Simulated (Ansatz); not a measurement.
Reactions of `O[Si](O)(F)F`.

Calculated with Ansatz (gas phase, PBE0-D4/def2-TZVP geometries, no zero-point term in ΔE). CBS: MP2 limit from def2 TZ/QZ plus the TZ coupled-cluster correction, frozen cores. This one scheme is used for every species, atoms too. Functionals use def2-TZVPP. Open shells (•) are unrestricted, without spin–orbit coupling. Spin–orbit coupling would lower the free atoms: a little for F. One conformer a species, not always the lowest.

```
                                             reaction  CCSD(T)/CBS(def2) (eV)
                     `O[Si](O)(F)F` → `F[Si]F` + `OO`                    7.51
                   `O[Si](O)(F)F` → F• + `O[Si](O)F`•                    7.30
              `O[Si](O)(F)F` → H• + `[O][Si](O)(F)F`•                       ?
`O[Si](O)(F)F` + `[SiH3]`• → `[O][Si](O)(F)F`• + SiH₄                    1.52
```

(1) Fill in the missing values. (Estimate.)

Largest T1 diagnostic: 0.015, for `F[Si]F`.

Answers

(1) The calculation gave: `O[Si](O)(F)F` → H• + `[O][Si](O)(F)F`•: +5.74 eV.
